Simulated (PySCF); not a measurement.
# Electron correlation in Rb⁺ (rubidium, charge +1)

[Kr], closed-shell 1S. All numbers are calculated (PySCF 2.14, scalar relativity by spin-free X2C-1e, in x2c-TZVPPall with one added diffuse shell each of s, p, d, f type (9s7p7d3f1g, 95 functions)). Frozen: [Ar] 3d10; 8 electrons correlated.

MP2 pair energies summed by pair of shells (mhartree):

| pair | energy | share (%) |
| --- | --- | --- |
| 4p-4p | -124.93 | 76.6 |
| 4s-4p | -31.56 | 19.4 |
| 4s-4s | -6.50 | 4.0 |

Total MP2 correlation energy: -163.00 mhartree.

Same-spin part -41.69 and opposite-spin part -121.31 mhartree; SCS-MP2 scales them by 1/3 and 6/5 to -159.47 mhartree.

This basis was not built for core-valence correlation, so the inner-shell part is incomplete.
